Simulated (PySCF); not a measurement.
Species: TeCl2.
SMILES: `Cl[Te]Cl`

Theory: PBE0-D3(BJ)/def2-SVP geometry optimisation, gas phase, def2 core potentials past Kr in PySCF 2.14.0.

Take the most abundant isotopes and a rigid rotor. 

What are A, B and C (MHz)?

Ia = 106.75, Ib = 224.41, Ic = 331.16 u·Å²; 505379 MHz·u·Å²/I gives A = 4734, B = 2252, C = 1526 MHz.

Classify the top.

An asymmetric top; Ray's κ = -0.547.

Give the coordinates in the principal-axis frame, origin at the centre of mass.

The sense of each axis is arbitrary; atoms in the order of the calculation.
| atom | mass (u) | a (Å) | b (Å) | c (Å) |
| --- | --- | --- | --- | --- |
| Te1 | 129.906 | 0.001 | 0.536 | 0.000 |
| Cl2 | 34.969 | 1.790 | -0.997 | 0.000 |
| Cl3 | 34.969 | -1.793 | -0.995 | 0.000 |

Where do the levels up to J = 2 lie, in K?

Above 0(0,0), as E/k:
J = 1: 1(0,1) 0.181, 1(1,1) 0.300, 1(1,0) 0.335
J = 2: 2(0,2) 0.537, 2(1,2) 0.628, 2(1,1) 0.733, 2(2,1) 1.090, 2(2,0) 1.097
Those of J = 1 are B + C, A + C and A + B.

Predict some low-J microwave lines.

The dipole components are |μa| = 0.00 D, |μb| = 2.25 D, |μc| = 0.00 D; the symmetry axis of this C2v structure is b, so μa and μc vanish by symmetry and there are no a-type or c-type lines. Some lines, for components of 0.1 D or more:

```
type  branch         J(Ka,Kc)    MHz  lower level (cm⁻¹)
   b       Q  1(1,0) ← 1(0,1)   3208               0.126
   b       Q  2(1,1) ← 2(0,2)   4071               0.373
   b       R  2(0,2) ← 1(1,1)   4937               0.209
   b       R  1(1,1) ← 0(0,0)   6260               0.000
   b       Q  2(2,0) ← 2(1,1)   7583               0.509
   b       R  2(1,2) ← 1(0,1)   9312               0.126
   b       Q  2(2,1) ← 2(1,2)   9624               0.437
   b       R  2(2,1) ← 1(1,0)  15728               0.233
   b       R  2(2,0) ← 1(1,1)  16592               0.209
```

Not checked by PBE0-D3(BJ)/def2-SVP frequencies. These are rigid-rotor constants of the computed structure; measured ground-state constants (B0) also hold zero-point vibration. Quadrupole hyperfine structure (35Cl) is left out.

On one thread, Intel Xeon 6975P-C (x86_64) (shared host), this took 4.5 s wall and 0.27 GiB of memory at its peak. This is the geometry optimisation.
